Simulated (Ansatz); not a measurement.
`CC1=[C]([AlH2])C1` at its PBE0-D4/def2-TZVP geometry, where that method's forces vanish. Charge 0, multiplicity 1.

```xyz
12

C     0.4883   -0.9509    1.6222
C     0.0800   -0.5473    0.2743
C    -0.1735    0.4032   -0.5867
Al   -0.2801    2.2654   -0.9906
C    -0.3320   -1.0536   -1.0449
H     1.3809   -1.5824    1.5729
H    -0.2950   -1.5572    2.0878
H     0.6966   -0.0890    2.2584
H     0.0875    3.3180    0.1384
H    -0.7297    2.7434   -2.4328
H    -1.3331   -1.4644   -1.1813
H     0.4103   -1.4850   -1.7176
```

Problem. What forces (eV/Å) does PBE-D4/def2-TZVPP give on these atoms in Ansatz 0.2.0? (Estimate.)

Solution. The calculation gave: 
```
C1  -0.021  0.057 -0.072
C2   0.163 -0.383  0.544
C3  -0.104  0.686 -0.362
Al4 -0.001  0.031 -0.009
C5  -0.054 -0.208 -0.165
H6   0.179 -0.144  0.008
H7  -0.147 -0.139  0.108
H8   0.048  0.171  0.147
H9   0.027  0.076  0.085
H10 -0.033  0.033 -0.107
H11 -0.203 -0.088 -0.034
H12  0.147 -0.092 -0.143
```
